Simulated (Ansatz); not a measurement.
`C[SiH2][SbH][SH]` + NH₃ → `C[SiH2]N` + `[SH][SbH2]` at 298.15 K and 1 bar (cleavage of the Si–Sb bond).

Computed with Ansatz on PBE0-D4/def2-TZVP structures; ΔE is electronic, products minus reactants. CBS: MP2 limit from def2 TZ/QZ plus the TZ coupled-cluster correction, frozen cores. This one scheme is used for every species. def2 core potentials past Kr. For Sb outer-core shells are correlated without core-valence functions, which leaves a few kJ/mol of doubt a bond. Each species was taken in one conformer, which may not be the lowest.

| species | CCSD(T)/CBS energy (Eh) | H − E (kJ/mol) | S (J/(mol·K)) |
| --- | --- | --- | --- |
| `C[SiH2][SbH][SH]` | -969.16540 | 208.7 | 387.3 |
| NH₃ | -56.50880 | 100.5 | 192.4 |
| `C[SiH2]N` | -386.08232 | 225.7 | 304.4 |
| `[SH][SbH2]` | -639.59431 | 73.5 | 292.6 |

H − E and S are ideal-gas, rigid-rotor, harmonic terms from PBE0-D4/def2-TZVP, for one conformer and one mirror image of each species. 1 Eh = 2625.50 kJ/mol, R = 8.31446 J/(mol·K).

By hand: ΔE, ΔH, ΔS and ΔG.

ΔE = (-386.08232) + (-639.59431) − (-969.16540) − (-56.50880) = -0.00243 Eh = -6.4 kJ/mol. Δ(H − E) = 225.7 + 73.5 − 208.7 − 100.5 = -10.0, so ΔH = -16.4 kJ/mol. ΔS = 304.4 + 292.6 − 387.3 − 192.4 = 17.3 J/(mol·K). ΔG = -16.4 − 298.15 × (17.3)/1000 = -21.6 kJ/mol.

By hand: the equilibrium constant, and the temperature at which ΔG would vanish if ΔH and ΔS stayed fixed.

log₁₀ K = −ΔG/(RT ln 10) = 3.8. ΔH and −TΔS have one sign here, so there is no such temperature.

ΔH outweighs TΔS. A doubt of 5 kJ/mol in ΔE shifts log₁₀ K by 0.9 here. Other conformers and mirror images would add mixing entropy, several J/(mol·K) or more a flexible species. Modes under 60 cm⁻¹, often nearly free rotors, make the harmonic entropy too high. These are equilibria of isolated gas molecules and say nothing of rates. Largest T1 diagnostic: 0.013 (customary marks: 0.02 for closed shells, 0.045 for open ones).
